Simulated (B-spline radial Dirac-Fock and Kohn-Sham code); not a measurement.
## Lℓ (L3-M1) energies across the elements Nd to Yb

The computed values come from an atomic code on a B-spline grid: Dirac-Fock (average of configuration) total-energy differences with a finite nucleus, the Breit interaction including its frequency dependence, and self-energy and vacuum-polarisation corrections. Free neutral atoms. The model has no electron correlation.

The screening constant σ is defined by E = 0.1389·Ry·(Z − σ)², the hydrogen-like form of Moseley's law.

```tsv
Z	element	computed (eV)	tabulated (eV)	√E	σ
60	Nd	4629.6	4632.6	68.04	10.50
61	Pm	4807.0	4809.3	69.33	10.56
62	Sm	4987.6	4993.4	70.62	10.63
63	Eu	?	?	?	?
64	Gd	5356.6	5362.0	73.19	10.76
65	Tb	5547.5	5546.5	74.48	10.82
66	Dy	5740.2	5743.3	75.76	10.88
67	Ho	5935.9	5942.8	77.04	10.95
68	Er	6134.4	6151.4	78.32	11.02
69	Tm	6335.9	6341.2	79.60	11.10
70	Yb	6540.2	6545.5	80.87	11.17
```

Q: Estimate the missing row, Eu.

A: Computed 5171.2 eV, tabulated 5176.9 eV, √E = 71.91, σ = 10.69.

Tabulated energies: xraylib 4.2 line table, elements in their standard states.
